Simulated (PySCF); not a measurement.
A family of related molecules: H2E=E'H2. Isolated molecules, 0 K electronic values unless said otherwise. One relaxed conformer stands for each flexible species; it need not be the lowest. Strings in code marks are SMILES.

The S1–T1 gap (TDA) from two functionals at the same geometries (CAM-B3LYP-D3(BJ)/def2-TZVP), both in PySCF: PBE-D3(BJ)/def2-TZVP and CAM-B3LYP-D3(BJ)/def2-TZVP. Excitations are Tamm–Dancoff values on a coarser integration grid. The basis has no diffuse functions, so Rydberg states are missing or too high.

```tsv
species	PBE-D3(BJ)/def2-TZVP (eV)	CAM-B3LYP-D3(BJ)/def2-TZVP (eV)
`C=[SiH2]`	2.94	2.91
`BN`	1.17	1.11
`[NH2+]=C`	1.88	2.21
`[CH2]=[SnH2]`	2.41	2.85
```

Over these rows, drawn at random from the members with no instability flagged (it was tested for open shells, ions and some series alone), PBE minus CAM-B3LYP-D3(BJ): mean -0.17 eV, from -0.44 eV to +0.06 eV.
